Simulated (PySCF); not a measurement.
The dipole of `C[Si@@H](O[SiH3])N([SiH3])[SiH3]` from its density and from atomic charges.

Coordinates (GFN2-xTB, Å) and charges (e) from the PBE0/pcSseg-1 density (PySCF):

```csv
atom,x,y,z,Mulliken,IAO,Hirshfeld,ESP-fitted
C1,0.900,1.270,-1.607,-0.6672,-0.7560,-0.2189,-0.7521
Si2,0.501,-0.361,-0.733,+1.1178,+1.2499,+0.4475,+1.0095
O3,1.478,-0.565,0.543,-0.7362,-0.8823,-0.2900,-0.5119
Si4,2.596,-0.202,1.649,+0.7212,+0.8866,+0.3940,+0.5905
N5,-1.141,-0.389,-0.158,-1.0899,-1.0521,-0.3509,-0.6278
Si6,-2.408,0.011,-1.283,+0.6314,+0.7399,+0.3477,+0.4674
Si7,-1.448,-0.694,1.531,+0.6369,+0.7419,+0.3428,+0.4759
H8,0.686,2.126,-0.972,+0.1424,+0.1587,+0.0448,+0.1869
H9,0.312,1.378,-2.513,+0.1463,+0.1588,+0.0425,+0.1658
H10,1.949,1.317,-1.883,+0.1432,+0.1609,+0.0450,+0.1761
H11,0.760,-1.541,-1.564,-0.1213,-0.1703,-0.0918,-0.2135
H12,2.941,-1.483,2.260,-0.1164,-0.1404,-0.0785,-0.1188
H13,3.741,0.398,0.959,-0.1209,-0.1493,-0.0819,-0.1238
H14,2.022,0.740,2.610,-0.1193,-0.1482,-0.0805,-0.1218
H15,-2.692,1.450,-1.241,-0.0903,-0.1448,-0.0838,-0.1052
H16,-3.597,-0.755,-0.917,-0.0865,-0.1233,-0.0745,-0.0869
H17,-1.945,-0.365,-2.620,-0.1010,-0.1304,-0.0755,-0.1071
H18,-1.007,0.449,2.338,-0.0971,-0.1433,-0.0831,-0.1046
H19,-0.757,-1.916,1.938,-0.0881,-0.1291,-0.0771,-0.1016
H20,-2.896,-0.858,1.662,-0.1051,-0.1274,-0.0775,-0.0970
```

Form Σ q r in debye for every column and set it beside the full dipole.

The full density gives (0.37, 0.82, -0.10) D, 0.91 D in size; dipole vectors point from the negative to the positive end.

```csv
scheme,μx,μy,μz,size (D),share of the full size (%),angle to the full dipole (°)
Mulliken,0.28,0.53,-0.06,0.61,67,4
IAO,0.28,0.50,0.17,0.59,65,23
Hirshfeld,0.27,0.31,-0.05,0.42,46,17
ESP-fitted,0.37,0.85,-0.10,0.93,102,1
```

Which set comes closest?

Length of the difference vector: ESP-fitted 0.02 D, Mulliken 0.31 D, IAO 0.43 D, Hirshfeld 0.52 D. Closest: ESP-fitted. The schemes that divide the density aren't constrained to reproduce the dipole.

What is left for the Hirshfeld atoms' own dipoles?

The Hirshfeld atoms' densities add up to the full density, so μ = Σ q r + Σ (atomic dipoles). The atomic dipoles sum to (0.37, 0.82, -0.10) − (0.27, 0.31, -0.05) = (0.10, 0.51, -0.05) D, 0.52 D in size.

With the origin at the mean of the coordinates, (0.000, 0.001, 0.000) Å, which are the largest single terms, by size, of the Hirshfeld dipole along the direction of the full one?

Si7 -2.30, C1 -1.79, Si6 -1.39, N5 +1.35, Si4 +1.31 D; all 20 atoms together +0.40 D. The single terms depend on the origin, their sum doesn't.

Give the size of the full dipole in other units.

0.91 D = 0.358 au = 0.190 e·Å = 3.04 × 10⁻³⁰ C·m.

Geometry: GFN2-xTB, one conformer, isolated molecule.

The values belong to the conformer `[CH3:1][Si@@H:2]([O:3][SiH3:4])[N:5]([SiH3:6])[SiH3:7]`: C1–Si2–O3–Si4 7°, C1–Si2–N5–Si6 51°.
